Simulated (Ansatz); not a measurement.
PBE exchange is replaced step by step with exact exchange (0 % is PBE, 25 % PBE0; no dispersion term), basis def2-TZVP, Ansatz. System: NaI2. Charge 0, multiplicity 2. Geometry: B3LYP-D4/def2-TZVP, each spin state at its own.

The relaxed quartet has other bonds than the doublet, so its gap is one between isomers.

Geometry of the doublet:

```xyz
3

Na   -0.7282   -0.2989   -1.3536
I    -1.0115   -0.3431    1.5249
I     1.7396    0.6420   -0.1713
```

In the def2 sets I takes a core potential; there is no spin–orbit coupling. At PBE-D4/def2-TZVP the gap within one spin of the charge 0 quartet nearly closes, so an electron or hole may be smeared out by delocalisation error. In the quartet, I2 and I3 lie 3.07 Å apart (atoms count from 1), so these atoms are partly bonded to each other. The structure comes from a short search, and lower isomers may exist.

HOMO and LUMO are taken over both spins.

| exact exchange (%) | HOMO (eV) | LUMO (eV) | gap (eV) | ⟨S²⟩ | quartet − doublet (kJ/mol) |
| --- | --- | --- | --- | --- | --- |
| 0 | -5.33 | -4.61 | 0.71 | 0.752 | 331.9 |
| 5 | -5.55 | -4.48 | 1.07 | 0.752 | 337.1 |
| 10 | -5.76 | -4.34 | 1.42 | 0.753 | 342.3 |
| 25 | -6.43 | -3.93 | 2.50 | 0.755 | 358.0 |
| 35 | -6.88 | -3.66 | 3.22 | 0.756 | 368.5 |
| 50 | -7.57 | -3.24 | 4.33 | 0.759 | 384.0 |

Problem. Fit a straight line to the column «quartet − doublet (kJ/mol)» against the share of exact exchange and predict its value at 15 %.

Solution. With x = exact exchange (%) and y = quartet − doublet (kJ/mol): mean x = 20.83, mean y = 353.6; Σ(x − x̄)(y − ȳ) = 1952, Σ(x − x̄)² = 1871; slope b = 1.043, intercept a = ȳ − b·x̄ = 331.9. The residuals of the fitted rows reach 0.1. At x = 15 the line gives 331.9 + (1.043 × 15) = 347.5; the run gave 347.5, the same within rounding.
